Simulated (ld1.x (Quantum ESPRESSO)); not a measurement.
**Zn, TM: configuration errors across variants**

- Element: zinc (Zn)
- Generator: ld1.x (Quantum ESPRESSO) 7.5
- Type: norm-conserving Troullier–Martins (Kleinman–Bylander form)
- Functional: LDA (PZ)
- Relativity: scalar-relativistic
- Frozen core: [Ar] 3d10
- Valence charge: 2
- Reference configuration: 4s1.75 4p0.25
- Partial waves: 4s (bound): rc 1.75 bohr; 4p (bound): rc 3.35 bohr
- Local potential: all-electron potential smoothed inside 3.00 bohr (lloc = -1)
- Core correction: a·sin(br)/r model core, default radius (core density twice the valence density)

All-electron excitation energies from the reference (eV): (1) 4s2 4p0 -1.258; (2) 4s1 4p0 8.932; (3) 4s1.5 4p0 2.820; (4) 4s1 4p1 3.926; (5) 4s0 4p1 15.356; (6) 4s0 4p2 9.497; (7) 4s1.75 4p0.25 spin -0.034; (8) 4s1 4p0 spin 8.684.

Spin tests fill each open shell by Hund’s rule, majority spin first.

A true bound ghost makes a file unfit for plane-wave use even where its test errors are small: the radial tests pick states by their node count and pass the ghost by.

Errors AE − PS in meV (a dash: test not solved or not reliable):

| change | (1) | (2) | (3) | (4) | (5) | (6) | (7) | (8) | bound ghosts |
| --- | --- | --- | --- | --- | --- | --- | --- | --- | --- |
| base | -1.6 | -88 | -13 | -14 | -170 | -64 | -0.3 | -91 | none |
| wave 4s (bound): rc 1.75 bohr becomes 4s (bound): rc 1.20 bohr | -1.6 | -87 | -12 | -14 | -170 | -61 | +0.1 | -76 | s |
| wave 4s (bound): rc 1.75 bohr becomes 4s (bound): rc 1.40 bohr | -1.6 | -89 | -13 | -15 | -177 | -69 | -0.3 | -93 | none |
| wave 4s (bound): rc 1.75 bohr becomes 4s (bound): rc 1.80 bohr | -1.6 | -88 | -13 | -14 | -170 | -64 | -0.3 | -91 | none |
| wave 4s (bound): rc 1.75 bohr becomes 4s (bound): rc 2.36 bohr | -1.7 | -90 | -13 | -16 | -187 | -78 | -0.4 | -96 | none |
| wave 4s (bound): rc 1.75 bohr becomes 4s (bound): rc 2.54 bohr | -1.9 | -92 | -13 | -18 | -204 | -92 | -0.5 | -100 | none |

Task: Give the same row for: wave 4s (bound): rc 1.75 bohr becomes 4s (bound): rc 1.96 bohr.

Result: -1.6, -88, -13, -14, -171, -65, -0.3, -91; bound ghosts: none.
